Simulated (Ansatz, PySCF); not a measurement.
C₂H₇OSi, SMILES C[SiH](C)[O], multiplicity 2. Atoms are numbered in the order given.

```xyz
11

C     -1.4011    -1.1339    -0.1165
Si    -0.0337     0.1332    -0.3345
C      1.6678    -0.6229    -0.0024
O     -0.1184     1.3433     0.8332
H     -1.3046    -1.9332    -0.8705
H     -1.3527    -1.5887     0.8854
H     -2.3950    -0.6749    -0.2390
H     -0.0744     0.7047    -1.7146
H      1.7072    -1.0589     1.0069
H      2.4668     0.1264    -0.1005
H      1.8404    -1.4218    -0.7431
```
Charge 0, spin multiplicity 2.

Coordinates come from a B3LYP-D3(BJ)/def2-SVP optimisation. The isomer is the one that the SMILES or the coordinates give; other isomers of the formula were not compared.

Two levels are set side by side: PBE-D3(BJ)/def2-SVP (Ansatz, a quantum-chemistry and plane-wave program) and B3LYP-D3(BJ)/def2-SVP (Ansatz). Each level has its own optimised geometry; the coordinates shown are those of the second. Frequencies come from the Hessian of PySCF at each geometry. Differences are taken from unrounded values.

```json
[
 {"quantity": "mean bond length (Å)", "B3LYP-D3(BJ)": "1.356"},
 {"quantity": "bond C1–Si2 (Å)", "B3LYP-D3(BJ)": "1.877"},
 {"quantity": "bond Si2–C3 (Å)", "B3LYP-D3(BJ)": "1.891"},
 {"quantity": "bond Si2–O4 (Å)", "B3LYP-D3(BJ)": "1.684"},
 {"quantity": "bond C1–H5 (Å)", "B3LYP-D3(BJ)": "1.103"},
 {"quantity": "bond C1–H6 (Å)", "B3LYP-D3(BJ)": "1.101"},
 {"quantity": "bond C1–H7 (Å)", "B3LYP-D3(BJ)": "1.102"},
 {"quantity": "bond Si2–H8 (Å)", "B3LYP-D3(BJ)": "1.494"},
 {"quantity": "bond C3–H9 (Å)", "B3LYP-D3(BJ)": "1.100"},
 {"quantity": "bond C3–H10 (Å)", "B3LYP-D3(BJ)": "1.100"},
 {"quantity": "bond C3–H11 (Å)", "B3LYP-D3(BJ)": "1.103"},
 {"quantity": "highest harmonic wavenumber (cm⁻¹)", "B3LYP-D3(BJ)": "3150"},
 {"quantity": "mean harmonic wavenumber (cm⁻¹)", "B3LYP-D3(BJ)": "1360"},
 {"quantity": "zero-point energy (kcal/mol)", "B3LYP-D3(BJ)": "52.48"}
]
```

Question: What does PBE-D3(BJ) give, and how far is it from B3LYP-D3(BJ)? (An estimate is asked for; the answer gives what the named calculation found.)

Answer: 
```
quantity                            PBE-D3(BJ)  PBE-D3(BJ) minus B3LYP-D3(BJ)
----------------------------------  ----------  -----------------------------
mean bond length (Å)                     1.363                          0.007
bond C1–Si2 (Å)                          1.885                          0.008
bond Si2–C3 (Å)                          1.917                          0.026
bond Si2–O4 (Å)                          1.668                         -0.015
bond C1–H5 (Å)                           1.110                          0.007
bond C1–H6 (Å)                           1.108                          0.007
bond C1–H7 (Å)                           1.109                          0.007
bond Si2–H8 (Å)                          1.511                          0.017
bond C3–H9 (Å)                           1.106                          0.006
bond C3–H10 (Å)                          1.106                          0.006
bond C3–H11 (Å)                          1.110                          0.007
highest harmonic wavenumber (cm⁻¹)        3120                            -30
mean harmonic wavenumber (cm⁻¹)           1321                            -39
zero-point energy (kcal/mol)             50.98                          -1.49
```

GGA bonds tend to be longer and softer than those of functionals with exact exchange. Differences between two approximate levels are no errors against the true value.
